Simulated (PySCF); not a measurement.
Si(H)3(Br), SMILES [SiH3]Br (H3BrSi) (PBE0/def2-SVP optimised geometry):

```
5

Si    -0.487    -0.329     0.000
Br    -1.200    -1.352    -1.844
H     -1.002     1.068     0.000
H      1.002    -0.329     0.000
H     -1.002    -1.068     1.185
```

Calculation: PBE0/def2-TZVP (PySCF 2.14.0).

Q: What are the frontier orbital energies and the dipole moment?

A: HOMO-2 -10.47 eV, HOMO-1 -8.49 eV, HOMO -8.49 eV, LUMO -0.39 eV, LUMO+1 1.03 eV; dipole moment 1.28 D.

On the same geometry PBE/def2-TZVP run with PySCF gives HOMO-2 -9.19 eV, HOMO-1 -7.21 eV, HOMO -7.21 eV, LUMO -1.28 eV, LUMO+1 0.18 eV; dipole moment 1.17 D.

Meta-Löwdin charges at PBE0/def2-TZVP: Si1 0.49, Br2 -0.26, H3 -0.08, H4 -0.08, H5 -0.08.
